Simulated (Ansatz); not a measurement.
CH3BrZn⁺, that is ZnMeBr with one electron fewer. Charge 1, multiplicity 2. Geometry PBE0-D4/def2-TZVP, that of the neutral singlet; atoms count from 1.

```
atom   x (Å)   y (Å)   z (Å)
 Zn1   0.702   0.576  -0.621
  C2  -0.528  -0.434   0.468
  H3  -0.027  -1.303   0.899
  H4  -1.370  -0.781  -0.135
  H5  -0.912   0.186   1.280
 Br6   2.135   1.755  -1.890
```

Question: Estimate the Mulliken populations from the PBE0/def2-TZVP orbitals of Ansatz.

Answer: 
```json
{"atom": "Zn1", "charge (e)": "0.60", "spin (α − β)": "0.05", "d electrons": "10.05"}
{"atom": "C2", "charge (e)": "-0.42", "spin (α − β)": "0.36", "d electrons": "–"}
{"atom": "H3", "charge (e)": "0.21", "spin (α − β)": "0.01", "d electrons": "–"}
{"atom": "H4", "charge (e)": "0.21", "spin (α − β)": "0.00", "d electrons": "–"}
{"atom": "H5", "charge (e)": "0.21", "spin (α − β)": "0.00", "d electrons": "–"}
{"atom": "Br6", "charge (e)": "0.18", "spin (α − β)": "0.59", "d electrons": "–"}
```
Mulliken values depend strongly on the basis.

Question: Where does the spin sit?

Answer: Summed by element: Zn 0.05, C 0.36, H 0.00, Br 0.59, of 1 unpaired in all. Largest on single atoms: Br6 0.59, C2 0.36, Zn1 0.05.

Question: And the Mayer bond orders between heavy atoms (over 0.3)?

Answer: Zn1–C2 0.75 (1.93 Å); Zn1–Br6 1.05 (2.25 Å).
